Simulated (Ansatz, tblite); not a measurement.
Removing and adding an electron: Si19H28, a nanocrystal cut from cubic silicon. Charge 0, multiplicity 1. Geometry: PBE-D4/def2-SVP. Ansatz, gas phase; energy differences of separate SCF runs; the oxidised species was run as a doublet alone; the reduced species was run as a doublet alone.

```xyz
47

Si   -1.2334    3.5982   -1.3813
Si   -2.7172    0.5188   -2.9533
Si    2.1683    3.3851    0.4650
Si    0.5857    0.2549   -1.0497
Si    3.9875    0.0988    0.6831
Si    0.7277    0.5856    2.7649
Si    2.4599   -3.0731   -0.9383
Si   -2.6472    0.7981    0.9340
Si   -0.7885   -2.5610    1.1559
Si   -0.8409   -2.8656   -2.7307
Si    0.1680    4.6049    0.2221
Si   -1.5250    1.2822   -1.0717
Si   -2.9276   -1.8248   -3.0632
Si   -1.4263    1.5423    2.8080
Si    1.8441    1.0710    0.7562
Si    0.3312   -2.0702   -0.8496
Si    3.9664   -2.2566    0.6778
Si    0.3848   -1.7320    3.0248
Si   -2.9042   -1.5250    1.2402
H    -2.5763    4.2850   -1.4031
H    -0.5936    3.7887   -2.7356
H    -1.9546    0.9697   -4.1760
H    -4.0795    1.1656   -2.9930
H     2.9732    3.5653   -0.7997
H     2.9784    3.9370    1.6117
H     1.3063    0.5684   -2.3417
H     4.6394    0.5557   -0.5998
H     4.8204    0.6088    1.8328
H     1.5440    1.1137    3.9223
H     3.0377   -2.7700   -2.2998
H     2.3258   -4.5707   -0.8154
H    -4.0044    1.4632    0.9120
H    -0.9485   -4.0592    1.2770
H     0.0143   -2.5783   -3.9414
H    -1.0149   -4.3608   -2.6312
H     0.4994    6.0087   -0.2263
H    -0.5438    4.6986    1.5443
H    -3.4573   -2.2079   -4.4249
H    -3.9136   -2.3038   -2.0325
H    -1.3595    3.0464    2.8596
H    -2.1327    1.0609    4.0544
H     3.5919   -2.7729    2.0406
H     5.3537   -2.7603    0.3563
H     1.6870   -2.4622    3.2257
H    -0.4690   -1.9486    4.2530
H    -3.8465   -2.1135    0.2229
H    -3.4905   -1.7589    2.6136
```

The xTB rows come from tblite. Single mean-field runs in def2-TZVP are fitted with def2-universal-jkfit. HOMO above LUMO, or a gap near zero within one spin, warns that the state may not be the lowest or that an electron is smeared out.

```tsv
level	−HOMO (eV)	vertical IE (eV)	−LUMO (eV)	vertical EA (eV)	HOMO–LUMO gap (eV)	IE − EA (eV)	remarks
GFN1-xTB	11.03	12.27	8.54	7.11	2.49	5.15	–
GFN2-xTB	8.84	10.20	5.97	4.55	2.87	5.66	–
PBE-D4/def2-TZVP	6.21	–	2.16	0.85	4.05	–	HOMO above zero (-1 doublet), gap within one spin near zero (-1 doublet)
B97M-V/def2-TZVP	6.63	–	2.25	0.87	4.38	–	HOMO above zero (-1 doublet), gap within one spin near zero (-1 doublet)
PBE0-D4/def2-TZVP	7.14	8.21	1.47	0.60	5.67	7.60	HOMO above zero (-1 doublet)
```

Relaxing the oxidised species (PBE-D4/def2-SVP) changes its energy by -0.37 eV at PBE0-D4/def2-TZVP, so the adiabatic ionisation energy to this nearest minimum is 7.84 eV.  Run but left out: PBE-D4/def2-TZVP, B97M-V/def2-TZVP (charge +1 doublet: an occupied level 0.01 to 0.03 eV above an empty one).   A HOMO above zero means that the electron is unbound at that level or that self-interaction error raises the level; the energy of removing that electron tells which. Raw xTB energy differences between charge states are shifted by several eV; the methods need an empirical correction for them. Sets without diffuse functions give affinities that are too small.
